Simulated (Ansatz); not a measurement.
Born–Oppenheimer molecular dynamics of Cl₃GeH₃S (8 atoms, charge 0, multiplicity 1). It starts at the highest image of a converged band. Of that band: Neighbouring images differ by up to 2.1 eV, so the band resolves the path poorly. A vibrational analysis at the climbing image gives one clearly imaginary mode, 1234i cm⁻¹: a first-order saddle point.

Method: Ansatz, RKS r2SCAN-D4/def2-SVP.

| Item | Value |
| --- | --- |
| ensemble | NVE (velocity Verlet) |
| time step | 0.5 fs |
| steps asked | 200 |
| starting velocities drawn for | 300 K |
| seed | 8677 |

Frames 0.5 fs apart, positions in Å, forces in eV/Å.

Velocities at 45 fs (Å/ps):

```
Ge -5.97 0.56 -0.98
H 51.31 29.41 61.47
Cl -5.74 2.56 5.29
Cl 2.84 -1.00 -0.21
Cl -0.75 -4.03 -5.59
S 13.41 -0.43 -0.97
H 22.57 -8.47 -17.75
H 57.95 39.54 75.82
```

```xyz
8
Properties=species:S:1:pos:R:3:forces:R:3 time_fs=45 energy_less_start_eV=-1.420 T=2131
Ge -0.507 -0.064 -0.240 0.04 -0.80 -0.55
H 1.783 1.390 3.773 -0.07 0.02 -0.01
Cl 1.670 -0.397 -0.026 -0.86 -0.02 0.68
Cl -0.397 1.870 -1.127 -0.38 0.21 -0.14
Cl -0.974 -1.717 -1.565 0.27 0.12 -0.28
S -2.510 -0.114 0.840 0.78 0.61 0.46
H -2.303 -1.181 1.646 0.16 -0.10 -0.15
H 1.070 1.636 3.874 0.07 -0.02 0.00
8
Properties=species:S:1:pos:R:3:forces:R:3 time_fs=45.5 energy_less_start_eV=-1.432 T=2146
Ge -0.510 -0.063 -0.240 0.12 -0.83 -0.60
H 1.808 1.405 3.804 -0.05 0.01 -0.01
Cl 1.667 -0.396 -0.024 -0.87 -0.03 0.68
Cl -0.396 1.870 -1.127 -0.39 0.22 -0.14
Cl -0.975 -1.719 -1.568 0.27 0.14 -0.26
S -2.503 -0.114 0.840 0.72 0.62 0.48
H -2.292 -1.185 1.637 0.16 -0.12 -0.14
H 1.099 1.655 3.912 0.05 -0.01 0.00
8
Properties=species:S:1:pos:R:3:forces:R:3 time_fs=46 energy_less_start_eV=-1.443 T=2161
Ge -0.513 -0.063 -0.241 0.19 -0.86 -0.66
H 1.834 1.420 3.835 -0.03 0.00 -0.01
Cl 1.664 -0.395 -0.021 -0.87 -0.03 0.67
Cl -0.395 1.869 -1.127 -0.39 0.23 -0.15
Cl -0.975 -1.721 -1.571 0.28 0.17 -0.24
S -2.496 -0.114 0.839 0.65 0.63 0.51
H -2.280 -1.190 1.627 0.15 -0.14 -0.12
H 1.128 1.675 3.950 0.02 -0.01 0.00
8
Properties=species:S:1:pos:R:3:forces:R:3 time_fs=46.5 energy_less_start_eV=-1.454 T=2174
Ge -0.516 -0.063 -0.241 0.26 -0.88 -0.72
H 1.859 1.435 3.865 0.00 -0.01 -0.01
Cl 1.661 -0.393 -0.018 -0.87 -0.04 0.67
Cl -0.393 1.869 -1.127 -0.40 0.24 -0.16
Cl -0.975 -1.723 -1.574 0.28 0.19 -0.21
S -2.489 -0.114 0.839 0.59 0.64 0.54
H -2.268 -1.195 1.618 0.14 -0.15 -0.12
H 1.158 1.695 3.987 0.00 0.00 0.00
8
Properties=species:S:1:pos:R:3:forces:R:3 time_fs=47 energy_less_start_eV=-1.464 T=2187
Ge -0.519 -0.063 -0.242 0.34 -0.90 -0.78
H 1.884 1.449 3.896 0.02 -0.01 -0.02
Cl 1.658 -0.392 -0.015 -0.87 -0.05 0.67
Cl -0.392 1.868 -1.127 -0.41 0.25 -0.17
Cl -0.976 -1.725 -1.577 0.29 0.22 -0.19
S -2.482 -0.114 0.839 0.52 0.64 0.58
H -2.255 -1.200 1.608 0.13 -0.16 -0.11
H 1.187 1.714 4.025 -0.02 0.01 0.01
8
Properties=species:S:1:pos:R:3:forces:R:3 time_fs=47.5 energy_less_start_eV=-1.473 T=2200
Ge -0.522 -0.062 -0.242 0.42 -0.91 -0.84
H 1.910 1.464 3.926 0.03 -0.02 -0.02
Cl 1.655 -0.391 -0.012 -0.87 -0.05 0.67
Cl -0.391 1.868 -1.127 -0.41 0.26 -0.17
Cl -0.976 -1.727 -1.579 0.29 0.24 -0.17
S -2.475 -0.114 0.838 0.46 0.63 0.63
H -2.242 -1.206 1.598 0.12 -0.16 -0.11
H 1.216 1.734 4.063 -0.03 0.02 0.01
8
Properties=species:S:1:pos:R:3:forces:R:3 time_fs=48 energy_less_start_eV=-1.482 T=2211
Ge -0.525 -0.062 -0.243 0.51 -0.93 -0.90
H 1.935 1.479 3.957 0.03 -0.02 -0.02
Cl 1.652 -0.390 -0.009 -0.87 -0.06 0.67
Cl -0.389 1.867 -1.127 -0.42 0.27 -0.18
Cl -0.976 -1.728 -1.582 0.30 0.27 -0.15
S -2.468 -0.114 0.838 0.39 0.61 0.68
H -2.229 -1.212 1.587 0.10 -0.15 -0.11
H 1.245 1.754 4.101 -0.04 0.02 0.01
8
Properties=species:S:1:pos:R:3:forces:R:3 time_fs=48.5 energy_less_start_eV=-1.490 T=2222
Ge -0.528 -0.062 -0.244 0.59 -0.94 -0.97
H 1.961 1.493 3.987 0.02 -0.02 -0.02
Cl 1.649 -0.388 -0.007 -0.87 -0.07 0.67
Cl -0.388 1.867 -1.127 -0.42 0.28 -0.19
Cl -0.977 -1.730 -1.585 0.30 0.29 -0.13
S -2.461 -0.114 0.838 0.32 0.58 0.74
H -2.216 -1.218 1.576 0.08 -0.14 -0.12
H 1.274 1.774 4.139 -0.03 0.01 0.01
8
Properties=species:S:1:pos:R:3:forces:R:3 time_fs=49 energy_less_start_eV=-1.498 T=2231
Ge -0.531 -0.062 -0.244 0.68 -0.95 -1.03
H 1.986 1.508 4.018 0.00 -0.01 -0.01
Cl 1.645 -0.387 -0.004 -0.87 -0.08 0.67
Cl -0.387 1.867 -1.128 -0.42 0.29 -0.20
Cl -0.977 -1.732 -1.588 0.30 0.31 -0.11
S -2.454 -0.114 0.838 0.25 0.55 0.81
H -2.202 -1.225 1.565 0.06 -0.11 -0.13
H 1.303 1.794 4.177 -0.01 0.01 0.01
8
Properties=species:S:1:pos:R:3:forces:R:3 time_fs=49.5 energy_less_start_eV=-1.504 T=2240
Ge -0.533 -0.062 -0.245 0.77 -0.96 -1.10
H 2.012 1.522 4.048 -0.02 0.00 -0.01
Cl 1.642 -0.386 -0.001 -0.86 -0.08 0.67
Cl -0.386 1.866 -1.128 -0.43 0.29 -0.20
Cl -0.977 -1.734 -1.591 0.31 0.33 -0.09
S -2.447 -0.114 0.838 0.18 0.51 0.88
H -2.188 -1.232 1.554 0.04 -0.09 -0.14
H 1.332 1.813 4.215 0.01 0.00 0.00
8
Properties=species:S:1:pos:R:3:forces:R:3 time_fs=50 energy_less_start_eV=-1.510 T=2247
Ge -0.536 -0.062 -0.246 0.86 -0.97 -1.17
H 2.038 1.537 4.079 -0.04 0.01 0.00
Cl 1.639 -0.385 0.003 -0.86 -0.09 0.67
Cl -0.385 1.866 -1.128 -0.43 0.30 -0.21
Cl -0.977 -1.736 -1.594 0.31 0.35 -0.07
S -2.440 -0.113 0.837 0.11 0.46 0.95
H -2.175 -1.240 1.542 0.01 -0.06 -0.16
H 1.361 1.833 4.253 0.04 -0.02 -0.01
8
Properties=species:S:1:pos:R:3:forces:R:3 time_fs=50.5 energy_less_start_eV=-1.515 T=2254
Ge -0.539 -0.062 -0.247 0.96 -0.97 -1.24
H 2.063 1.552 4.109 -0.06 0.02 0.01
Cl 1.635 -0.383 0.006 -0.85 -0.10 0.66
Cl -0.383 1.866 -1.128 -0.44 0.31 -0.22
Cl -0.977 -1.738 -1.597 0.31 0.37 -0.05
S -2.433 -0.113 0.838 0.04 0.42 1.02
H -2.161 -1.247 1.530 -0.01 -0.03 -0.17
H 1.390 1.853 4.291 0.06 -0.03 -0.01
```

Of the whole run (100 fs, mean temperature of the second half 2513 K): The conserved energy stayed within 0.022 meV per atom of its start (net change 0.004 meV per atom), so the integration is sound. The kinetic energy rose, since the run started high on the potential surface and went downhill. It ends in pieces (Cl3GeHS + H2), so much of that is their flight and rotation, not heat. A run of 0.1 ps of so small a system gives no equilibrium averages. The orbitals stay closed-shell, which can raise the energy where a bond breaks towards radicals; this wasn't checked here.

The run took 14 min on 4 threads of Intel(R) Xeon(R) Platinum 8259CL CPU @ 2.50GHz (Skylake/Cascade Lake), with other jobs on the host, peak memory 0.24 GiB.
